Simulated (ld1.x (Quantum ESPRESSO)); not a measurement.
## u(r) = r·R(r): atom against pseudo-atom (nitrogen)

Columns: radius, all-electron u(r) and pseudo u(r) of the 2s shell (level -18.70 eV) of nitrogen in the configuration [He] 2s1.75 2p3.25; PBE, scalar-relativistic, ultrasoft scheme, ld1.x (Quantum ESPRESSO) 7.5.

| r (bohr) | all-electron | pseudo |
| --- | --- | --- |
| 0.088 | 0.3711 | -0.1448 |
| 0.175 | 0.3374 | -0.2835 |
| 0.262 | 0.1488 | -0.4134 |
| 0.350 | -0.0839 | -0.5324 |
| 0.438 | -0.3053 | -0.6360 |
| 0.525 | -0.4918 | -0.7217 |
| 0.612 | -0.6399 | -0.7898 |
| 0.700 | -0.7510 | -0.8412 |
| 0.788 | -0.8267 | -0.8759 |
| 0.875 | -0.8718 | -0.8953 |
| 0.962 | -0.8926 | -0.9016 |
| 1.050 | -0.8941 | -0.8963 |
| 1.138 | -0.8806 | -0.8807 |
| 1.225 | -0.8562 | -0.8562 |
| 1.312 | -0.8239 | -0.8239 |
| 1.400 | -0.7858 | -0.7858 |
| 1.487 | -0.7448 | -0.7448 |
| 1.575 | -0.7015 | -0.7015 |
| 1.662 | -0.6579 | -0.6579 |
| 1.750 | -0.6142 | -0.6142 |
| 1.838 | -0.5713 | -0.5713 |
| 1.925 | -0.5303 | -0.5303 |
| 2.012 | -0.4910 | -0.4910 |
| 2.100 | -0.4532 | -0.4532 |
| 2.188 | -0.4175 | -0.4175 |
| 2.275 | -0.3844 | -0.3844 |

Task: How many radial nodes do the two functions have?

Result: The all-electron 2s function has n − l − 1 = 1; the pseudo-wave has 0, since the states of the same l below it are removed with the core.

Task: At about which radius was the pseudo-wave matched?

Result: 1.20 bohr, where the columns begin to agree (steps of 0.09 bohr).

Task: Is the pseudo-wave norm-conserving?

Result: No, it belongs to an ultrasoft set: the norm inside the radius is not constrained, and the difference is carried by the augmentation charge.
